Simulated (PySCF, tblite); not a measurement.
One entry of a table of gas-phase calculations, keyed by method. Lists by class give the value and the number of equivalent atoms.

```json
{
 "formula": "C6H15P3",
 "smiles": "CCP1CCP(P)CC1",
 "inchi": "InChI=1S/C6H15P3/c1-2-8-3-5-9(7)6-4-8/h2-7H2,1H3",
 "charge": 0,
 "multiplicity": 1,
 "geometry_level": "GFN2-xTB",
 "atoms_angstrom": [
  ["C", -3.577, 0.107, -0.512],
  ["C", -2.409, 0.826, 0.151],
  ["P", -0.822, 0.618, -0.8],
  ["C", -0.415, -1.138, -0.325],
  ["C", 1.05, -1.45, -0.606],
  ["P", 2.153, -0.607, 0.639],
  ["P", 4.027, -0.81, -0.436],
  ["C", 1.762, 1.148, 0.142],
  ["C", 0.298, 1.464, 0.425],
  ["H", -3.689, 0.433, -1.544],
  ["H", -4.504, 0.319, 0.019],
  ["H", -3.42, -0.969, -0.509],
  ["H", -2.61, 1.901, 0.184],
  ["H", -2.274, 0.474, 1.178],
  ["H", -0.647, -1.302, 0.733],
  ["H", -1.051, -1.796, -0.926],
  ["H", 1.323, -1.134, -1.619],
  ["H", 1.229, -2.528, -0.525],
  ["H", 4.243, -2.098, 0.048],
  ["H", 4.763, -0.243, 0.603],
  ["H", 1.989, 1.295, -0.919],
  ["H", 2.412, 1.808, 0.727],
  ["H", 0.124, 2.541, 0.332],
  ["H", 0.034, 1.161, 1.444]
 ],
 "electronic_structure_code": "PySCF",
 "results": {
  "GFN2-xTB geometry": {
   "point_group": "C1",
   "rotational_constants_GHz": [2.667, 0.478, 0.44]
  },
  "PBE0/pcSseg-1 ground state and GIAO shieldings, non-relativistic": {
   "dipole_D": 1.27,
   "homo_eV": -6.31,
   "lumo_eV": 0.22,
   "shift_vs_computed_TMS_C_by_class_ppm": [
    [30.7, 2],
    [30.7, 1],
    [29.6, 2],
    [12.0, 1]
   ],
   "shift_vs_computed_TMS_H_by_class_ppm": [
    [2.33, 2],
    [1.78, 4],
    [1.77, 4],
    [1.39, 2],
    [1.14, 3]
   ],
   "shielding_other_nuclei_by_class_ppm": [
    ["P", 369.5, 1],
    ["P", 402.5, 1],
    ["P", 525.2, 1]
   ],
   "charges_hirshfeld_e_by_atom": [-0.12, -0.11, 0.15, -0.12, -0.12, 0.09, 0.02, -0.12, -0.12, 0.04, 0.04, 0.04, 0.04, 0.03, 0.03, 0.04, 0.03, 0.04, -0.01, -0.01, 0.03, 0.04, 0.04, 0.03]
  },
  "GFN2-xTB harmonic vibrations, gas phase": {
   "strongest_ir_bands_cm-1_km_per_mol_modes": [
    [702.6, 38.5, 1],
    [2253.7, 56.2, 1],
    [2315.5, 110.0, 1],
    [2923.4, 53.3, 2],
    [2925.5, 46.6, 1],
    [3017.5, 51.3, 1]
   ],
   "zpe_kcal_per_mol": 121.8
  }
 }
}
```

With B = h/(8π²I), that is 505.379 GHz u Å² over I, the principal moments of inertia are 189.5, 1057.5 and 1148.4 u Å² (most abundant isotopes). The zero-point energy, half the sum of the 66 harmonic wavenumbers, equals 42580 cm⁻¹ or 509 kJ/mol. The rotational constants make it an asymmetric top with κ = (2B − A − C)/(A − C) = -0.97, nearer the prolate limit (−1). A dipole of 1.27 D is allowed in C1, and pure rotational transitions are dipole-allowed.

 NMR classes are plain means over equivalent atoms (diastereotopic ones count apart unless rotation or inversion swaps them), as if these changed places fast; in this geometry the members of some classes differ.

One conformer stands for the species.
